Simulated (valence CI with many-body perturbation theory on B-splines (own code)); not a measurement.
Basis-set convergence for Ba XVIII

Computed by configuration interaction combined with many-body perturbation theory (CI+MBPT): three valence electrons over a frozen Dirac-Fock core [Kr], a basis of 7 s, 7 p, 8 d, 6 f, 4 g, 1 h functions for each j, with the one-electron correlation potential Σ1 (screened to all orders), the two-electron term Σ2, the three-electron term Σ3, Breit, model QED; selected single and double excitations, second order for the rest, scaled by the run's own slope (own B-spline code, finite nucleus).

No measured levels were compared; by estimate terms of the open shell hold to 2 to 4 % of their energy, and close levels can change places. Only levels of the ground parity were solved; by the run's estimate the other parity begins above the list, which can be wrong where configurations are misplaced.

The reference run has the lowest level 4d3 4F_3/2 and an ionisation energy of 455.719 eV. Its largest variational space holds 5531 state functions.

Names give the largest LS component (configuration and term), which can be under half, so a name can repeat, a term be missing and a line seem to break the LS rules; names also repeat where a configuration has a term twice. Letters in brackets count levels of one name in rising energy.

Changed runs:
A. basis 6 s, 6 p, 5 d, 5 f, 1 g
B. basis 5 s, 5 p, 4 d, 4 f

Excitation energies of the reference run in cm⁻¹, and shifts in cm⁻¹:

```
                 Level  Reference       A       B
            4d3 4F_5/2      15734     -55    -152
            4d3 4F_7/2      27390     -29     -34
            4d3 4P_3/2      33473     +76    +499
            4d3 4F_9/2      34119     +47    +260
            4d3 4P_1/2      38819     +31    +419
            4d3 2G_7/2      53380    +130    +545
            4d3 2H_9/2      55598     +55    +442
            4d3 4P_5/2      57044    -3.9    +260
        4d3 2D_3/2 [a]      65342    +120    +510
            4d3 2P_1/2      69408    +153    +867
           4d3 2H_11/2      73361    +134    +861
        4d3 2D_5/2 [a]      79860    +214    +802
Ionisation energy (eV)    455.719  -0.029  -0.064
```
